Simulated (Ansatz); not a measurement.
A run of Ansatz (development build ahead of 0.2.0) on singlet NiTiO2 at this shape:

```xyz
4

Ni    0.0000    0.0000    1.2680
Ti    0.0000    0.0000   -1.2680
O     0.0000    1.3056    0.0000
O     0.0000   -1.3056    0.0000
```

Its results:

| Quantity | Value |
| --- | --- |
| Converged | yes |
| Total energy | -2507.79214 hartree |
| Spin squared of the determinant | 1.055 |
| Stability test | minimum |

Problem. Which input gives this output? Name the method, the orbitals and the basis set, and write the input.

Solution. PBE0 (unrestricted) in pcseg-2.

```yaml
crystal:
  periodic: [false, false, false]
  atoms:
    - { symbol: Ni, position_ang: [0.0, 0.0, 1.26801] }
    - { symbol: Ti, position_ang: [0.0, 0.0, -1.26801] }
    - { symbol: O, position_ang: [0.0, 1.30559, 0.0] }
    - { symbol: O, position_ang: [0.0, -1.30559, 0.0] }
basis:
  gaussian: { orbitals: pcseg-2 }
magnetization:
  spin_polarized: true
hamiltonian:
  xc: pbe0
```

Caution: another spin multiplicity may lie lower; the unrestricted determinant is a mixture of spin states.
